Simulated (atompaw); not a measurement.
# How hard is this V PAW (atompaw) potential?

| Property | Result |
| --- | --- |
| Element | V (Z = 23) |
| Generator | atompaw 4.2.0.5 |
| Type | PAW |
| Functional | PBE |
| Relativity | scalar-relativistic |
| Frozen core | [Ne] |
| Valence charge | 13 |
| Reference configuration | 3s2 3p6 3d3.5 4s1.5 4p0 |
| Partial waves | 3s (bound): rc 1.00 bohr; 4s (bound): rc 1.85 bohr; 3p (bound): rc 1.30 bohr; 4p (bound, empty): rc 1.85 bohr; 3d (bound): rc 1.80 bohr; 3d channel at 0.15 Ry: rc 1.80 bohr |
| Local potential | bessel scheme, radius 1.65 bohr |
| Core correction | smooth core density matched at 1.00 bohr |
| Augmentation charge | gaussian compensation charge, radius 1.70 bohr; PAW radius 1.85 bohr; waves and projectors: custom polynom vanderbiltortho |

The pseudo-atom Hamiltonian at the reference potential is diagonalised in spherical Bessel functions j_l(qr) that vanish at 20 bohr, with q² up to the cutoff. All-electron valence levels (Ry): 3s -5.0113, 4s -0.3117, 3p -3.0924, 4p -0.0896, 3d -0.2650.

Q: How do the lowest levels (Ry) of each channel move with the cutoff, and are there ghosts?

A:

```csv
cutoff (Ry),s #1,s #2,p #1,p #2,d #1,d #2,f #1,f #2,Σ f·Δε (mRy)
8,-4.6177,-0.2932,-0.1109,0.0414,0.0425,0.1139,0.1049,0.2243,19779.9
18,-4.8894,-0.3115,-2.4129,-0.0890,-0.2041,0.0532,0.1049,0.2242,4533.9
35,-4.9657,-0.3117,-3.0869,-0.0896,-0.2637,0.0523,0.1049,0.2242,128.2
55,-5.0089,-0.3117,-3.0914,-0.0896,-0.2649,0.0522,0.1049,0.2242,11.2
90,-5.0107,-0.3117,-3.0923,-0.0896,-0.2650,0.0522,0.1049,0.2242,1.5
140,-5.0113,-0.3117,-3.0924,-0.0896,-0.2650,0.0522,0.1049,0.2242,0.2
400,-5.0113,-0.3117,-3.0924,-0.0896,-0.2650,0.0522,0.1049,0.2242,0.0
```

Result: no extra level below or beside the all-electron valence levels (s, p, d, f tested); 10 mRy is reached at 60 Ry and 1 mRy at 110 Ry.
